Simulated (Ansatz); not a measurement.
Job for Ansatz (a program for electronic structure): R-wB97M-V/def2-TZVPPD on H4OSi (SMILES O[SiH3]) with ghost functions, monomers drawn apart or pushed together. Files ending in .json are basis or fitting sets from the Basis Set Exchange.

Ansatz 0.2 input:
```yaml
crystal:
  periodic: [false, false, false]
  atoms:
    - {symbol: O, position_ang: [-0.63761460, -0.45228536, 3.23252016]}
    - {symbol: Si, position_ang: [0.21484715, 0.80505798, 3.90842691]}
    - {symbol: H, position_ang: [-1.23526927, -0.96450148, 3.78313984]}
    - {symbol: H, position_ang: [-0.70173060, 1.82263350, 4.47387369]}
    - {symbol: H, position_ang: [1.00241787, 1.37439273, 2.80029843]}
    - {symbol: H, position_ang: [1.10733173, 0.31990589, 4.98699910]}
basis:
  gaussian:
    orbitals: def2-TZVPPD.json
    ghost_atoms:
      - {symbol: I, position_ang: [-0.42323705, -1.16969828, -0.63275226]}
      - {symbol: H, position_ang: [-0.57646191, -0.96017161, 0.97324933]}
hamiltonian:
  xc: {name: wB97M-V}
scf: {lower_state_search: off}
```

The head of its log:

```
Functional definition: wB97M-V
[...]
these checks for a lower state are left out or cut short: stability, starts, cluster_reference, orbital_swaps, neighbouring_geometries, increment
integrals: 0.21 GiB planned
1120 factors; their error is unknown
integrals: 0.24 GiB planned
321 factors; integrals over basis functions are off by at most 7.0e-5 eV
mean field: 1.44 GiB planned
mean field evaluation 1: about -9987.0643 eV, gradient 4.6e1 eV
mean field evaluation 2: about -9985.6150 eV, gradient 5.6e1 eV
```

Problem. What total energy does the run end on?

Solution. -367.1437 hartree.
